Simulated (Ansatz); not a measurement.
Gas-phase electronic energies from Ansatz, PBE0-D4/def2-TZVP geometries. CBS: MP2 limit from def2 TZ/QZ plus the TZ coupled-cluster correction, frozen cores. This one scheme is used for every species. Functionals use def2-TZVPP. One conformer a species, not always the lowest.

`C#CC(=N)Cl` + SiH₄ → `N=C([SiH3])Cl` + `C#C`  (formal exchange of groups at a C–C bond)

`C#CC(=N)Cl`:

```xyz
7

C     1.644    0.989    0.372
C     0.637    0.382    0.136
C    -0.551   -0.339   -0.173
N    -1.396   -0.679    0.686
Cl   -0.691   -0.695   -1.893
H     2.536    1.528    0.591
H    -2.179   -1.187    0.281
```

SiH₄:

Z-matrix (Å, degrees):
```
Si
H 1 1.485
H 1 1.485 2 109.5
H 1 1.485 2 109.5 3 -120.0
H 1 1.485 2 109.5 3 120.0
```

`N=C([SiH3])Cl`:

Cartesian coordinates in Å:
```
N 0.321 1.642 -0.521
C 0.071 0.422 -0.594
Si -0.123 -0.719 0.905
Cl -0.146 -0.437 -2.144
H 0.393 2.110 -1.425
H 0.890 -1.794 0.788
H -1.484 -1.303 0.855
H 0.077 0.079 2.135
```

`C#C`:

```xyz
4

C     0.410    0.270    0.343
C    -0.410   -0.270   -0.343
H     1.139    0.751    0.952
H    -1.139   -0.751   -0.952
```

(1) Is it downhill or uphill in electronic energy at CCSD(T)/CBS, and by how much? (An estimate is asked.)

(2) What do these levels give: LDA (SPW92), BLYP-D4, PBE0-D4, r2SCANh-D4, r2SCAN0-D4, CAM-B3LYP-D4, MP2/def2-SVP, SCS-MP2/def2-TZVPP, CCSD/def2-TZVPP, MP2/def2-QZVPP, SCS-MP2/def2-QZVPP, HF/CBS(def2)? (Estimate.)

Largest T1 diagnostic among the species: 0.014.

## Answers

(1) The calculation gave: Downhill: ΔE = -5.2 kcal/mol.

(2) The calculation gave: LDA (SPW92) 0.0, BLYP-D4 -2.6, PBE0-D4 -2.4, r2SCANh-D4 -2.7, r2SCAN0-D4 -3.0, CAM-B3LYP-D4 -3.5, MP2/def2-SVP 0.8, SCS-MP2/def2-TZVPP -3.2, CCSD/def2-TZVPP -4.4, MP2/def2-QZVPP -3.7, SCS-MP2/def2-QZVPP -3.9, HF/CBS(def2) -4.9 kcal/mol.

At CCSD(T), def2-SVP lies +5.2 kcal/mol from the extrapolated value and def2-TZVPP +1.2 kcal/mol. From PBE to PBE0 (25 % exact exchange), in def2-TZVPP and without D4, ΔE moves by −0.7 kcal/mol.
